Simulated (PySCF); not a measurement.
1-chloro-4,4,4-trifluorobuta-1,2-diene (C₄H₂ClF₃), SMILES FC(F)(F)C=C=CCl. Heavy atoms are numbered as in [F:1][C:2]([F:3])([F:4])[CH:5]=[C:6]=[CH:7][Cl:8]. Hydrogens are named by the atom that carries them.

The structure is a stationary point at PBE0-D3(BJ)/def2-SVP.

Calculation: PBE/pcSseg-1 (PySCF).

GIAO shieldings, no solvent; atoms alike by connectivity are averaged. δ = σ(ref) − σ: ¹⁹F against CFCl3 (σ = 133.6 ppm); ¹³C against TMS (σ = 182.0 ppm); ³⁵Cl against HCl (σ = 936.5 ppm); ¹H against TMS (σ = 31.49 ppm), references at their B3LYP-D3(BJ)/def2-TZVP geometries, non-relativistic (without spin–orbit terms, shifts of atoms bonded to Cl or Br come out too high).

| atoms | nucleus | count | δ (ppm) |
|---|---|---|---|
| F1 | ¹⁹F | 3 | [?] |
| C6 | ¹³C | 1 | [?] |
| C2 | ¹³C | 1 | 133.3 |
| C7 (CH) | ¹³C | 1 | 108.9 |
| C5 (CH) | ¹³C | 1 | [?] |
| Cl8 | ³⁵Cl | 1 | [?] |
| H on C7 | ¹H | 1 | 6.80 |
| H on C5 | ¹H | 1 | 6.11 |

**Question.** Complete the blanks. (The exact figures need the calculation; the answer reports its results.)

**Answer.** 
- Cl8, δ (ppm): 205.5
- F1, δ (ppm): -101.7
- C6, δ (ppm): 218.9
- C5 (CH), δ (ppm): 101.6
